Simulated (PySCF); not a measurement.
HNP, charge +1. Atoms are numbered in the order given.

```xyz
3

N      0.0000     0.0000     0.9000
P      0.0000     0.0000    -0.5476
H      0.0000     0.0000     1.9143
```
Charge +1, spin multiplicity 1.

Geometry: ωB97X-D3(BJ)/def2-TZVPD. The isomer is the one that the SMILES or the coordinates give; other isomers of the formula were not compared.

Level of theory: PBE0/def2-TZVPD (PySCF).

```yaml
total_energy: -396.21505 hartree
point_group: C∞v
highest_occupied_level: -17.73 eV
lowest_empty_level: -9.67 eV
orbital_gap: 8.06 eV
dipole_moment_about_the_centre_of_nuclear_charge: 0.09 D
mean_static_polarisability: 21.4 bohr³ (3.17 Å³)
polarisability_principal_values: 17.7, 17.7, 28.9 bohr³
```
